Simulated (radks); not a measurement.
The numbers below are computed, except where a source is named.
Problem. Excited configurations of Ga I: one electron is placed in a higher orbital outside [Ar] 3d10 4s2. The ground configuration is [Ar] 3d10 4s2 4p1. Code: a radial shooting solver on a logarithmic mesh with Libxc functionals. Model: scalar-relativistic Kohn-Sham, PBEsol, spin-polarised, spherical densities, point nucleus; open shells are filled with parallel spins first. Excitation = E - E(ground); binding = E(ion) - E, where the ion is the core of charge +1; n* = 1/sqrt(2 binding) in atomic units, and the quantum defect is n - n*.

| outer orbital | excitation (eV) | binding (eV) | n* | quantum defect | eigenvalue (eV) | <r> (bohr) |
|---|---|---|---|---|---|---|
| 4d | 4.172 | 1.702 | 2.828 | 1.172 | -0.771 | 9.329 |
| 5s | 2.840 | 3.034 | 2.118 | 2.882 | -1.843 | 7.110 |
| 5p | 3.757 | 2.117 | 2.535 | 2.465 | -1.219 | 9.400 |
| 5d | 4.789 | 1.085 | 3.540 | 1.460 | -0.606 | 17.75 |
| 6s | 4.347 | 1.527 | 2.985 | 3.015 | -0.949 | 14.54 |
| 6p | 4.700 | 1.174 | 3.404 | 2.596 | -0.733 | 18.06 |
| 6f | 5.399 | 0.475 | 5.353 | 0.647 | -0.306 | 43.15 |
| 7s | 4.942 | 0.933 | 3.820 | 3.180 | -0.609 | 24.26 |
| 7p | 5.114 | 0.760 | 4.231 | 2.769 | -0.494 | 29.23 |
| 7d | 5.353 | 0.521 | 5.111 | 1.889 | -0.343 | 42.00 |

Estimate the row for 6d.

Solution. excitation (eV) 5.143; binding (eV) 0.731; n* 4.314; quantum defect 1.686; eigenvalue (eV) -0.455; <r> (bohr) 28.52. The Delta-SCF ionisation energy is 5.874 eV (NIST Atomic Spectra Database: 5.999 eV, measured). Self-interaction in the functional shifts the binding energies and quantum defects, so they are the method's values and not measured ones. Open shells are spherical and high-spin; term and fine-structure splittings are not resolved.
